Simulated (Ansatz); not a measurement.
Stepwise reaction of `[F][Ge]([F])([I])[I]` with hydrogen fluoride, as a gas-phase model of exchange steps in deposition or etching. ΔE in kJ/mol; ΔG adds harmonic PBE0-D4 terms to CCSD(T)/CBS, at 1 bar.

Calculated with Ansatz (gas phase, PBE0-D4/def2-TZVP geometries, no zero-point term in ΔE). CCSD(T)/CBS adds triple-zeta CCSD(T) − MP2 to the extrapolated MP2 energy (def2 sets, frozen cores). This one scheme is used for every species. Functionals use def2-TZVPP. B3LYP here is the variant with VWN-RPA as its local correlation; programs differ in this. Elements past krypton have def2 core potentials. For Ge, I outer-core shells are correlated without core-valence functions, which leaves a few kJ/mol of doubt a bond. Scalar relativity is left out up to krypton.

```json
{"step": "1", "reaction": "`[F][Ge]([F])([I])[I]` + H–F → `[F][Ge]([F])([F])[I]` + HI", "PBE-D4": "27.8", "B3LYP-D4": "21.9", "ωB97M-V": "15.6", "CCSD(T)/CBS": "26.3", "ΔG(400 K)": "19.2"}
```

**Question.** Give the row of step 2, `[F][Ge]([F])([F])[I]` + H–F → `[F][Ge]([F])([F])[F]` + HI. (Best estimate.)

**Answer.** The calculation gave: 
```tsv
step	reaction	PBE-D4	B3LYP-D4	ωB97M-V	CCSD(T)/CBS	ΔG(400 K)
2	`[F][Ge]([F])([F])[I]` + H–F → `[F][Ge]([F])([F])[F]` + HI	32.2	25.3	20.1	27.4	23.9
```

**Question.** By hand: ΔE of the 2 steps together at CCSD(T)/CBS.

**Answer.** (26.3) + (27.4) = 53.7 kJ/mol, or 26.9 kJ/mol a step.

In ΔE the steps differ by no more than 1.1 kJ/mol. All are uphill at CCSD(T)/CBS. ΔG lies between 19.2 and 23.9 kJ/mol a step. PBE-D4 differs from CCSD(T)/CBS by 1.5 to 4.8 kJ/mol a step. Isolated molecules leave out the surface, adducts and barriers. Largest T1 diagnostic: 0.012.
